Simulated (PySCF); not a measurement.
Compound: C₆H₁₁O₂ (doublet state).
Cartesian coordinates in Å at the GFN2-xTB level; atoms count from 1:
```
atom  x, y, z in Å
C1    -2.6033   -0.7185    1.2370
C2    -1.7129   -0.3465    0.2607
C3    -2.1112   -0.1345   -1.0496
O4    -1.3045    0.2012   -2.0706
C5    -0.2700   -0.0980    0.6512
O6     0.6161   -0.5266   -0.3707
C7     1.9862   -0.3782   -0.0676
C8     2.4886    1.0588   -0.1870
H9    -2.2918   -0.8703    2.2525
H10   -3.6419   -0.8618    1.0077
H11   -3.1465   -0.2330   -1.3365
H12   -0.3833    0.1147   -1.7592
H13   -0.0397   -0.6328    1.5829
H14   -0.1384    0.9797    0.8404
H15    2.1866   -0.7651    0.9415
H16    2.5021   -1.0125   -0.7936
H17    3.5620    1.0800   -0.0216
H18    2.0145    1.7034    0.5494
H19    2.2777    1.4492   -1.1801
```

The hyperfine couplings belong to this conformer and change with its torsions.

The species is `C=C([CH]O)COCC` [radical].

Method: UKS B3LYP, pcH-1 on C H O, non-relativistic, mean-field spin-orbit, GIAO (PySCF). The structure is a single GFN2-xTB conformer in the gas phase; no vibrational or solvent corrections. Couplings are sensitive to structure, and on GFN2-xTB geometries they can be far from those on DFT ones. No stability test was run, so a lower SCF solution isn't excluded.

The Mulliken spin populations are largest on C1 (+0.66), C3 (+0.53), C2 (-0.21) and O4 (+0.11). The angles at C1 add up to 360.0°, so it is planar; its axial dipolar tensor and the negative couplings of its protons fit spin in a p orbital normal to that plane.

Q: McConnell's relation a(H) = Q·ρ ties the coupling of a proton on a planar π carbon to the spin population of that carbon. What Q do the computed values give?

A: 
| H | C | ρ(C) | a(H) (G) | a/ρ (G) |
| --- | --- | --- | --- | --- |
| H9 | C1 | +0.658 | -14.48 | -22.0 |
| H10 | C1 | +0.658 | -13.60 | -20.7 |
| H11 | C3 | +0.533 | -13.49 | -25.3 |

A least-squares line through the origin gives Q = -22.3 G with Mulliken populations.

Couplings in gauss use g_iso = 2.0031.

The SMILES draws the unpaired electron on C3; the largest computed Mulliken spin population is on C1 (0.66 against 0.53).
